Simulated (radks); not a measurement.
Values are calculated unless marked as measured or tabulated.
Task: Species: Ce+. Configuration: [Xe] 4f1 5d2 (the NIST ground configuration). Level of theory: Dirac Kohn-Sham, PBE, spin-unpolarised, spherical densities, point nucleus; open shells fill j = l - 1/2 first (a radial shooting solver on a logarithmic mesh with Libxc functionals). Some entries of the table are withheld. Estimate them.

orbital,occ.,eigenvalue (hartree),r(max) (bohr),<r> (bohr)
1s1/2,2,-1478.782,0.01574,0.02457
2s1/2,2,-236.7831,0.08921,0.1047
2p1/2,2,-223.5524,0.06798,(1)
2p3/2,4,-207.1398,0.07324,(2)
3s1/2,2,(3),0.2548,0.2783
3p1/2,2,-45.49225,0.2416,0.2681
3p3/2,4,-42.26694,0.2530,0.2802
3d3/2,4,-32.48177,0.2034,0.2513
3d5/2,6,-31.78925,0.2066,0.2552
4s1/2,2,-10.44578,0.5934,(4)
4p1/2,2,-8.36621,0.6028,0.6561
4p3/2,4,-7.67356,0.6271,0.6833
4d3/2,4,-4.26069,0.6480,0.7387
4d5/2,6,-4.13931,0.6559,0.7484
5s1/2,2,-1.62697,1.375,1.524
5p1/2,2,-1.06475,1.505,1.715
5p3/2,4,-0.96567,1.573,1.798
4f5/2,1,-0.34011,0.7061,1.109
4f7/2,0,-0.32802,0.7108,1.122
5d3/2,2,-0.26689,2.162,2.824
5d5/2,0,-0.25935,2.201,2.880

Result: 
(1) 2p1/2 <r> (bohr): 0.08795
(2) 2p3/2 <r> (bohr): 0.09415
(3) 3s1/2 eigenvalue (hartree): -51.09216
(4) 4s1/2 <r> (bohr): 0.6373
